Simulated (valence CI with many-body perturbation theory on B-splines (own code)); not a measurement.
# Dy XVIII: key properties

Calculated by valence CI with perturbative core correlation (CI+MBPT): three valence electrons over a frozen Dirac-Fock core [Kr] 4d10, radial functions for each j: 8 s, 8 p, 9 d, 9 f, 6 g, 3 h, 2 i, with the one-electron correlation potential Σ1 (screened to all orders), the two-electron term Σ2, the three-electron term Σ3, Breit, model QED; selected single and double excitations, second order for the rest (own B-spline code, finite nucleus).

No measured levels were compared; by estimate terms of the open shell hold to a few per cent of their energy, and close levels can change places. Core correlation moves these levels by up to 39000 cm⁻¹, and in measured spectra 5 to 20 % of such shifts remained as error; rates that hang on mixing are uncertain with them.

Names give the largest LS component (configuration and term), which can be under half, so a name can repeat, a term be missing and a line seem to break the LS rules; names also repeat where a configuration has a term twice.

Rates and lifetimes use the calculated energies. Strong lines usually hold to 10 to 20 %, long lifetimes can be off by a factor of two.

Problem. What is the ground level?

Solution. 4f3 4I°_9/2, composition 92 % 4f3 4I° + 7 % 4f3 2H°, g = 0.740.

Problem. What is the ionisation energy?

Solution. 395.17 eV; NIST lists 399 ± 20 eV (theoretical).

Problem. How is the term 4I° of the ground level split?

Solution. J = 9/2 at 0.0, J = 11/2 at 6937, J = 13/2 at 13724, J = 15/2 at 20285 cm⁻¹.

Problem. Where does the other parity begin?

Solution. At 4f2.5s 4H_7/2, 193340 cm⁻¹.

Problem. How well does LS coupling describe the low levels?

Solution. Among the lowest 20 levels the leading LS term, summed over configurations, holds 79 % on average. For single configurations the figures are 79 % in LS and 68 % in jj coupling. Terms mix most in the J = 3/2 level at 46533 cm⁻¹, where the leading one holds 43 %.
